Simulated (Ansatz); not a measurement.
Isolated molecules relaxed with PBE0-D4/def2-TZVP in Ansatz; ΔE leaves out vibrations. CCSD(T)/CBS is the MP2 limit (def2-TZVPP, def2-QZVPP) plus CCSD(T) − MP2 in def2-TZVPP, frozen cores. Functionals use def2-TZVPP. B3LYP here is the variant with VWN-RPA as its local correlation; programs differ in this. HSE06 is defined as in plane-wave codes. For Ge outer-core shells are correlated without core-valence functions, which leaves a few kJ/mol of doubt a bond. Scalar relativity is left out up to krypton. Each species was taken in one conformer, which may not be the lowest.

Consider the ligand exchange at the Si–N bond: `C[N]([SiH3])[GeH3]` + `BNCC` → `BN([SiH3])CC` + `C[NH][GeH3]`.

`C[N]([SiH3])[GeH3]`:

Cartesian coordinates in Å:
```
C 0.316 1.411 -0.479
N 0.083 0.089 0.085
Si 1.334 -1.082 -0.043
Ge -1.659 -0.296 0.538
H -0.212 2.182 0.093
H 1.381 1.663 -0.443
H -0.007 1.492 -1.526
H 0.938 -2.273 0.753
H 2.607 -0.507 0.477
H 1.604 -1.522 -1.445
H -2.151 0.827 1.470
H -1.676 -1.661 1.236
H -2.557 -0.322 -0.717
```

`BNCC`:

Cartesian coordinates in Å:
```
B -0.896 -0.329 -1.767
N -0.459 -0.647 -0.494
C 0.710 -0.128 0.184
C 0.360 0.659 1.433
H -1.898 -0.839 -2.180
H -0.258 0.446 -2.422
H -0.997 -1.293 0.065
H 1.242 0.507 -0.528
H 1.384 -0.952 0.444
H -0.181 0.037 2.153
H 1.264 1.026 1.926
H -0.272 1.515 1.187
```

`BN([SiH3])CC`:

Z-matrix (Å, degrees):
```
Si
N 1 1.749
H 1 1.488 2 110.4
H 1 1.488 2 109.2 3 117.7
H 1 1.479 2 109.1 3 -121.2
C 2 1.467 1 116.6 3 -56.6
B 2 1.396 1 122.5 3 124.2
C 6 1.517 2 112.5 1 88.2
H 6 1.097 2 109.3 1 -34.2
H 6 1.092 2 108.2 1 -150.1
H 7 1.200 2 119.1 1 177.7
H 7 1.197 2 119.6 1 -2.1
H 8 1.093 6 110.6 2 -179.1
H 8 1.092 6 111.4 2 -59.0
H 8 1.092 6 110.3 2 61.0
```

`C[NH][GeH3]`:

Cartesian coordinates in Å:
```
C 0.608 1.186 0.438
N 0.279 0.283 -0.648
Ge -0.778 -1.173 -0.270
H 1.102 2.081 0.049
H 1.256 0.755 1.216
H -0.312 1.519 0.927
H 1.095 0.041 -1.192
H -0.911 -1.986 -1.566
H -2.139 -0.632 0.196
H -0.201 -2.075 0.851
```

| level | ΔE (kJ/mol) | difference from CCSD(T)/CBS |
| --- | --- | --- |
| PBE-D4 | 22.6 | 1.4 |
| BLYP-D4 | 21.8 | 0.6 |
| r2SCAN-D4 | 22.5 | 1.3 |
| B97M-V | 22.4 | 1.2 |
| PBE0-D4 | 22.8 | 1.6 |
| B3LYP-D4 | 22.5 | 1.3 |
| r2SCANh-D4 | 22.6 | 1.4 |
| r2SCAN0-D4 | 22.7 | 1.5 |
| HSE06-D4 | 22.9 | 1.7 |
| BHLYP-D4 | 23.5 | 2.3 |
| CAM-B3LYP-D4 | 23.3 | 2.1 |
| ωB97M-V | 21.8 | 0.6 |
| B2PLYP | 23.0 | 1.8 |
| PBE-QIDH | 22.9 | 1.7 |
| PBE | 23.3 | 2.1 |
| revPBE | 23.4 | 2.2 |
| BLYP | 23.5 | 2.3 |
| r2SCAN | 22.7 | 1.5 |
| PBE0 | 23.5 | 2.3 |
| B3LYP | 23.6 | 2.4 |
| r2SCANh | 22.8 | 1.6 |
| HSE06 | 23.5 | 2.3 |
| BHLYP | 23.4 | 2.2 |
| CAM-B3LYP | 23.8 | 2.6 |
| LC-ωPBE | 24.0 | 2.8 |
| RPA@PBE/def2-TZVPP | 20.7 | -0.5 |
| MP2/def2-SVP | 26.1 | 4.9 |
| CCSD/def2-SVP | 26.1 | 4.9 |
| CCSD(T)/def2-SVP | 25.8 | 4.6 |
| HF/def2-TZVPP | 22.5 | 1.3 |
| MP2/def2-TZVPP | 22.0 | 0.8 |
| SCS-MP2/def2-TZVPP | 21.9 | 0.7 |
| CCSD/def2-TZVPP | 21.9 | 0.7 |
| CCSD(T)/def2-TZVPP | 21.6 | 0.4 |
| HF/def2-QZVPP | 22.4 | 1.2 |
| MP2/def2-QZVPP | 21.7 | 0.5 |
| SCS-MP2/def2-QZVPP | 21.6 | 0.4 |
| HF/CBS(def2) | 22.4 | 1.2 |
| MP2/CBS(def2) | 21.5 | 0.3 |
| CCSD/CBS(def2) | 21.4 | 0.2 |
| CCSD(T)/CBS | 21.2 | 0 |

Problem. What do rigid-rotor, harmonic-oscillator terms from PBE0-D4/def2-TZVP frequencies (298.15 K, 1 bar) make of the CCSD(T)/CBS value? (Estimate.)

Solution. Ansatz gave: ΔZPE = -0.9 kJ/mol, ΔH = +19.8 kJ/mol, ΔS = -3 J/(mol·K), ΔG = +20.7 kJ/mol.

Largest T1 diagnostic among the species: 0.012.

Leaving LDA and LC-ωPBE aside and taking each functional with its dispersion term where it has one, the values, not all of them listed here, spread over 2.8 kJ/mol, from revPBE-D4 to BHLYP-D4. At CCSD(T), def2-SVP lies +4.6 kJ/mol from the extrapolated value and def2-TZVPP +0.4 kJ/mol.
